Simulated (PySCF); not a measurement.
**How methods differ on the excitation energy of Ge(2+)**

Ge(2+) [Ar] 3d10 4s2 (1S) → Ge(2+) [Ar] 3d10 4s1 4p1 (3P), as a difference of total energies. All numbers are calculated (PySCF 2.14, a scalar-relativistic core potential, in aug-cc-pVDZ-PP with ECP10MDF). Correlated levels: valence: 3s2 3p6 3d10 frozen. The calculations carry no spin-orbit coupling.

| method | excitation energy (cm⁻¹) |
| --- | --- |
| UHF | 52130 |
| LDA | 69126 |
| PBE | 66605 |
| PBE0 | 63601 |
| r2SCAN | 62369 |
| BLYP | 68987 |
| B2PLYP | 63529 |
| BHandHLYP | 63823 |
| LC-wPBE | 62067 |
| MP2 (valence) | 57303 |
| SCS-MP2 (valence) | 58705 |
